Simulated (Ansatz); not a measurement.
Cost and result for the atomization energy of `C[P+](C)(C)[Cu-][OH]` (16 atoms, 15 bonds).

```xyz
16

C    -0.4116   -1.3878    1.0380
P     0.0077    0.0286   -0.0271
C    -1.3168    0.0017   -1.2768
C    -0.4418    1.4589    1.0068
Cu    2.0093    0.0330   -0.8080
O     3.6391    0.1326   -1.5454
H    -0.2793   -2.3147    0.4780
H    -1.4428   -1.3253    1.3938
H     0.2638   -1.4109    1.8945
H    -1.2263    0.8782   -1.9202
H    -2.3047   -0.0028   -0.8098
H    -1.2083   -0.8867   -1.9006
H    -0.3266    2.3758    0.4267
H    -1.4719    1.3845    1.3639
H     0.2335    1.5145    1.8619
H     4.2768   -0.4797   -1.1757
```

The species carries charge 0 and has multiplicity 1. For Cu the d shell is correlated and the shells below it are frozen. Scalar relativity is left out up to krypton. Geometry: relaxed with PBE0-D4/def2-TZVP. It is one conformer, not always the lowest. Program: Ansatz. All runs use 2 threads of an AMD EPYC 7R13 on a shared host and a share of an NVIDIA H100 80 GB. Times are those of one run each, without the atoms' runs, and a repeat can differ threefold. Electronic energies, without spin–orbit coupling; frozen cores. CCSD(T)/CBS adds CCSD(T) − MP2 in def2-TZVPP to the MP2 limit, and its time is that of the two runs behind it. T1 = 0.022. With those shells the extrapolation isn't a true limit.

CCSD(T)/CBS is a level of theory with its own doubt, some kJ/mol a heavy atom from the limit and from the frozen cores, so smaller differences don't rank the functionals.

```csv
level,functions,wall time
CCSD(T)/def2-SVP,155,2.1 s
BHLYP-D4/def2-TZVPP,370,2.4 s
PBE0-D4/def2-TZVPP,370,2.4 s
revPBE-D4/def2-TZVPP,370,3 s
BLYP-D4/def2-TZVPP,370,3.4 s
PBE-D4/def2-TZVPP (with forces),370,3.5 s
PBE-QIDH/def2-TZVPP,370,3.5 s
CAM-B3LYP-D4/def2-TZVPP,370,3.7 s
B2PLYP/def2-TZVPP,370,5 s
ωB97M-V/def2-TZVPP (with forces),370,6 s
MP2/def2-QZVPP,698,7 s
CCSD(T)/def2-TZVPP,370,16 s
CCSD(T)/CBS(def2),–,23 s
```

(1) What atomization energy does each give, and how far from CCSD(T)/CBS? (Estimate.)

## Answers

(1) Computed: 
```csv
level,atomization (kcal/mol),difference from CCSD(T)/CBS,per bond
CCSD(T)/def2-SVP,1282.8,-89.4,-6.0
BHLYP-D4/def2-TZVPP,1326.5,-45.7,-3.0
PBE0-D4/def2-TZVPP,1367.9,-4.3,-0.3
revPBE-D4/def2-TZVPP,1365.0,-7.2,-0.5
BLYP-D4/def2-TZVPP,1369.8,-2.4,-0.2
PBE-D4/def2-TZVPP (with forces),1395.5,23.3,1.6
PBE-QIDH/def2-TZVPP,1358.0,-14.2,-0.9
CAM-B3LYP-D4/def2-TZVPP,1374.7,2.5,0.2
B2PLYP/def2-TZVPP,1355.3,-16.9,-1.1
ωB97M-V/def2-TZVPP (with forces),1374.0,1.8,0.1
MP2/def2-QZVPP,1377.0,4.8,0.3
CCSD(T)/def2-TZVPP,1333.8,-38.4,-2.6
CCSD(T)/CBS(def2),1372.2,0.0,0.0
```

From PBE to PBE0 (25 % exact exchange), in def2-TZVPP and without D4, the atomization energy moves by −26.3 kcal/mol: exact exchange takes away binding that semilocal exchange gives to molecules. At CCSD(T), def2-SVP lies −89.4 kcal/mol from the extrapolated value and def2-TZVPP −38.5 kcal/mol: correlation converges slowly with the basis, and small sets miss more of it in the bonded molecule than in its fragments. The D4 term adds +14.9 kcal/mol with B3LYP and +7.9 kcal/mol with PBE0; it sums over pairs of atoms, weighted by their polarisabilities, and B3LYP, whose exchange is more repulsive, gets the larger term.

B3LYP here is the variant with VWN-RPA as its local correlation; programs differ in this.
